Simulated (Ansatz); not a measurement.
Program: Ansatz. Geometries: PBE0-D4/def2-TZVP. ΔE: electronic, gas phase. CCSD(T)/CBS adds triple-zeta CCSD(T) − MP2 to the extrapolated MP2 energy (def2 sets, frozen cores). This one scheme is used for every species. Functionals use def2-TZVPP. B3LYP here is the variant with VWN-RPA as its local correlation; programs differ in this. Each species was taken in one conformer, which may not be the lowest.

Consider the ligand exchange at the Si–C bond: `C[SiH](N)Cl` + `N[SiH](N)F` → `N[Si@H](F)N[Si@@H](N)Cl` + CH₄.

| level | ΔE (kJ/mol) |
| --- | --- |
| PBE-D4 | -65.4 |
| r2SCAN-D4 | -71.6 |
| B3LYP-D4 | -75.1 |
| B2PLYP | -70.1 |
| B3LYP | -65.5 |
| CCSD(T)/def2-TZVPP | -73.4 |
| HF/CBS(def2) | -74.7 |
| CCSD/CBS(def2) | -71.6 |

Task: What does CCSD(T)/CBS give? (Best estimate.)

Result: The calculation gave: -72.1 kJ/mol. The listed levels differ from it by 6.7, 0.5, -3.0, 2.0, 6.6, -1.3, -2.6, 0.5 kJ/mol.

Largest T1 diagnostic among the species: 0.010.

From PBE to PBE0 (25 % exact exchange), in def2-TZVPP and without D4, ΔE moves by −3.3 kJ/mol. The D4 term adds −9.6 kJ/mol with B3LYP and −5.8 kJ/mol with PBE0; it sums over pairs of atoms, weighted by their polarisabilities, and B3LYP, whose exchange is more repulsive, gets the larger term.
